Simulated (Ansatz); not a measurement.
Consider the formal exchange of groups at a Ge–Cl bond: `Cl[SiH2][GeH2][Cl]` + SiH₄ → `[SiH3][GeH2][SiH2]Cl` + HCl.

Program: Ansatz. Geometries: PBE0-D4/def2-TZVP. ΔE: electronic, gas phase. CCSD(T)/CBS adds triple-zeta CCSD(T) − MP2 to the extrapolated MP2 energy (def2 sets, frozen cores). This one scheme is used for every species. Functionals use def2-TZVPP. B3LYP here is the variant with VWN-RPA as its local correlation; programs differ in this. For Ge outer-core shells are correlated without core-valence functions, which leaves a few kJ/mol of doubt a bond. Scalar relativity is left out up to krypton. Each species was taken in one conformer, which may not be the lowest.

Task: Is it downhill or uphill in electronic energy at CCSD(T)/CBS, and by how much? (Best estimate.)

Result: Computed: Uphill: ΔE = +43.8 kJ/mol.

Task: What do these levels give: PBE-D4, PBE0-D4, B3LYP-D4, PBE, r2SCAN, MP2/def2-TZVPP, SCS-MP2/def2-TZVPP, CCSD/def2-TZVPP, HF/def2-QZVPP, MP2/def2-QZVPP, MP2/CBS(def2), CCSD/CBS(def2)? (Best estimate.)

Result: Ansatz gave: PBE-D4 37.8, PBE0-D4 40.7, B3LYP-D4 50.2, PBE 41.0, r2SCAN 46.8, MP2/def2-TZVPP 49.2, SCS-MP2/def2-TZVPP 55.2, CCSD/def2-TZVPP 47.7, HF/def2-QZVPP 76.0, MP2/def2-QZVPP 48.6, MP2/CBS(def2) 47.7, CCSD/CBS(def2) 46.1 kJ/mol.

Largest T1 diagnostic among the species: 0.011.

The D4 term adds −5.1 kJ/mol with B3LYP and −3.1 kJ/mol with PBE0; it sums over pairs of atoms, weighted by their polarisabilities, and B3LYP, whose exchange is more repulsive, gets the larger term. In def2-TZVPP, CCSD(T) changes the Hartree–Fock value by −29.7 kJ/mol (the triples alone add −2.4 kJ/mol) and MP2 by −25.8 kJ/mol.
